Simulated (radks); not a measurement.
The numbers below are computed, except where a source is named.
These are the eigenvalues of the occupied orbitals of an atom or ion with whole-number occupations (hartree). Code: a radial shooting solver on a logarithmic mesh with Libxc functionals. Model: non-relativistic Kohn-Sham, LB94 model potential, spin-polarised, spherical densities, point nucleus.

orbital  eigenvalue
1s up     -171.9859
1s down   -171.9540
2s down   -26.50325
2s up     -26.49446
2p down   -23.58649
2p up     -23.58040
3s up      -9.23747

Which element is it, and in what charge state? The configuration may be excited. Open shells, if any, are filled with parallel spins first.

Answer. Z = 21, scandium, charge +10: Sc10+ in [Ne] 3s1. The list shows which subshells hold electrons but not how many an open one holds; the 1s level, -171.99 hartree, gives Z - s = 18.5 by -(Z - s)^2/2, which with screening narrows Z to a few neighbours, and the depths of the outer levels then fix element, charge and occupations together.
